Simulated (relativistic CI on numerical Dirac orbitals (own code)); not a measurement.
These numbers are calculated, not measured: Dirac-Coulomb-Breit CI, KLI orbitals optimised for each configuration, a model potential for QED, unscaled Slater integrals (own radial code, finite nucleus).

The strongest absorption lines from the ground level of an ion, among the configurations computed and to levels below about 2560 eV (vacuum wavelength in nm, gf): 0.70516 (0.067), 0.71941 (0.064), 0.99592 (0.17), 1.0491 (0.21), 5.1345 (1.1), 11.517 (0.23).

Problem. Which ion is it?
A. W⁴⁵⁺
B. Pt⁴⁹⁺
C. Rn⁵⁷⁺
D. Pt⁵¹⁺

Solution. B. Pt⁴⁹⁺ has 29 electrons and the ground level 3d10.4s 2S_1/2; the strongest line goes to 3d10.4p 2P°_3/2. The pattern of lines fixes the number of electrons, and along that sequence the line energies rise steadily with the charge (about as its square where n changes within one kind of shell, about linearly where n is kept but much faster in heavy ions where fine structure, which grows about as Z⁴, sets the gap, and irregularly where shells cross), which fixes Z. Configurations outside the model, such as inner-shell arrays, can give stronger lines. At this charge energies of transitions that change n are usually good to better than 1 %, and those within a shell (Δn = 0) to a few per cent.

LS names give the leading component of a level, which can be under half, so a name can repeat, a term be missing and a line seem to break the LS rules.
